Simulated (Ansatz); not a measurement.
Input file for Ansatz (an electronic-structure program): R-CCSD(T)/aug-cc-pVDZ on C4H10 (a complex), monomers drawn apart or pushed together.

Ansatz 0.2 input:
```yaml
crystal:
  periodic: [false, false, false]
  atoms:
    - {symbol: C, position_ang: [-0.15336261, 0.00769633, 0.50165237]}
    - {symbol: H, position_ang: [-1.19013570, -0.28098279, 0.67117917]}
    - {symbol: H, position_ang: [0.23125696, -0.51924718, -0.37070525]}
    - {symbol: H, position_ang: [-0.10186628, 1.08184932, 0.32642937]}
    - {symbol: H, position_ang: [0.44208083, -0.24752226, 1.37654743]}
    - {symbol: C, position_ang: [0.99223864, -1.00804733, 5.53874180]}
    - {symbol: C, position_ang: [0.60558551, 0.25951741, 5.60501455]}
    - {symbol: C, position_ang: [-0.76942501, 0.75812244, 5.29462862]}
    - {symbol: H, position_ang: [0.30609527, -1.79467000, 5.24464801]}
    - {symbol: H, position_ang: [2.00564537, -1.30603307, 5.77488767]}
    - {symbol: H, position_ang: [1.33037914, 1.01281066, 5.90321114]}
    - {symbol: H, position_ang: [-0.74652870, 1.48411809, 4.47710657]}
    - {symbol: H, position_ang: [-1.43398772, -0.05729473, 5.00679990]}
    - {symbol: H, position_ang: [-1.20474435, 1.26924326, 6.15806665]}
basis:
  gaussian:
    orbitals: aug-cc-pVDZ
magnetization: {spin_polarized: false}
correlation: {method: ccsd_t, electrons: outside_noble_gas}
scf: {lower_state_search: off}
```

Predict the final total energy.

-157.9732 hartree (reference determinant -157.2865, T1 diagnostic 0.009).

How many basis functions does it have, and what does it roughly cost on one machine?

182 functions; about 90 core-seconds (a rough figure).
